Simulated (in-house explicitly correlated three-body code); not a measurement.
Computed with an exponentially correlated three-body code. Model: two electrons around a point charge, non-relativistic, variational in 260 exponentially correlated functions (energies converged to about 1e-7 hartree, or 1e-8 relative for large Z).

Command:
```bash
python run_hyl.py task.json out
```
Settings (lengths in bohr, energies in hartree):
```
Z                      7
nuclear_mass           25519.04
interaction_strength   1
functions              260
states_tried           13
```

Run time, properties included: 20 s on 1 thread of Intel(R) Xeon(R) 6975P-C (Granite Rapids) (shared host).

**Those bound S and P states to n = 4 that converged, binding against the one-electron ion.**

Given: nuclear charge 7; mass of the centre 25519 electron masses.

Computed: one-electron threshold -24.49904 hartree.

```csv
term,energy (hartree),binding (eV)
1 1S,-44.7796583,551.86
2 3S,-29.356529,132.18
2 3P,?,?
2 1S,-29.1142719,125.59
2 1P,-28.9578762,121.33
3 3S,-26.5977992,57.11
3 1S,-26.533702,55.366
3 3P,-26.5335474,55.362
3 1P,?,?
4 3S,-25.6646641,31.718
4 1S,-25.6387225,31.012
4 3P,-25.6384078,31.004
4 1P,-25.6197553,30.496
```

(1) What belongs in the row 2 3P?

(2) What belongs in the row 3 1P?

**Converged states only, values per electron or pair.**

```tsv
term	mean r (bohr)	mean r squared (bohr²)	mean inverse r (1/bohr)	mean r12 (bohr)	mean inverse r12 (1/bohr)	mean cosine	mean p1 dot p2 (bohr⁻²)	delta r1 (bohr⁻³)	delta r12 (bohr⁻³)
1 1S	0.2265	0.06891	6.6873	0.33485	4.0632	-0.018927	0.81738	99.151	10.248
2 3S	0.57324	0.53664	4.2808	0.96733	1.2182	-0.0062378	0.060341	59.83	-
2 3P	0.51109	0.42291	4.2618	0.85655	1.426	-0.070095	-2.8503	54.052	-
2 1S	?	?	?	?	?	?	?	?	?
2 1P	0.5281	0.4557	4.2452	0.86089	1.5165	0.043517	2.69	54.699	0.42391
3 3S	1.181	2.6487	3.8419	2.1623	0.59033	-0.002048	0.017531	56.081	-
3 1S	1.2129	2.8088	3.8361	2.2238	0.63795	-0.0029483	0.021822	55.996	0.49681
3 3P	1.1301	2.4422	3.8366	2.0636	0.64464	-0.01722	-0.67279	54.45	-
3 1P	?	?	?	?	?	?	?	?	?
4 3S	2.0387	8.4237	3.6909	3.8712	0.3439	-0.00088416	0.007292	55.205	-
4 1S	2.0812	8.8005	3.6886	3.9553	0.36309	-0.0012693	0.0093255	55.175	0.20783
4 3P	1.9989	8.1494	3.6888	3.7927	0.36574	-0.0068247	-0.26285	54.531	-
4 1P	2.031	8.4276	3.6869	3.8543	0.3774	0.0042412	0.27883	54.589	0.060251
```

(3) What belongs in the row 2 1S?

(4) What belongs in the row 3 1P?

## Answers

(1) energy (hartree): -29.1194723; binding (eV): 125.73.

(2) energy (hartree): -26.4883509; binding (eV): 54.132.

(3) mean r (bohr): 0.59502; mean r squared (bohr²): 0.58585; mean inverse r (1/bohr): 4.259; mean r12 (bohr): 1.001; mean inverse r12 (1/bohr): 1.3977; mean cosine: -0.0092236; mean p1 dot p2 (bohr⁻²): 0.070263; delta r1 (bohr⁻³): 59.423; delta r12 (bohr⁻³): 1.7002.

(4) mean r (bohr): 1.1543; mean r squared (bohr²): 2.5577; mean inverse r (1/bohr): 3.8321; mean r12 (bohr): 2.1054; mean inverse r12 (1/bohr): 0.67224; mean cosine: 0.010732; mean p1 dot p2 (bohr⁻²): 0.69369; delta r1 (bohr⁻³): 54.601; delta r12 (bohr⁻³): 0.1386.
